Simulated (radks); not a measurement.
Question: These are the eigenvalues of the occupied orbitals of an atom or ion with whole-number occupations (eV). Calculated with a radial shooting solver on a logarithmic mesh with Libxc functionals: scalar-relativistic Kohn-Sham, revPBE, spin-unpolarised, spherical densities, finite nucleus; Fermi nuclear charge, rms radius of each element as measured or else 0.836 A^(1/3) + 0.57 fm.

| orbital | eigenvalue |
|---|---|
| 1s | -19822.94 |
| 2s | -2799.669 |
| 2p | -2502.586 |
| 3s | -476.5665 |
| 3p | -379.2035 |
| 3d | -220.8964 |
| 4s | -64.2893 |
| 4p | -38.4393 |
| 5s | -4.0011 |
| 4d | -3.6992 |

Which element is it, and in what charge state? The configuration may be excited.

Answer: Z = 42, molybdenum, charge 0: Mo in [Kr] 4d5 5s1. The list shows which subshells hold electrons but not how many an open one holds; the 1s level, -728.48 hartree, gives Z - s = 38.2 by -(Z - s)^2/2, which with screening and relativity narrows Z to a few neighbours, and the depths of the outer levels then fix element, charge and occupations together.
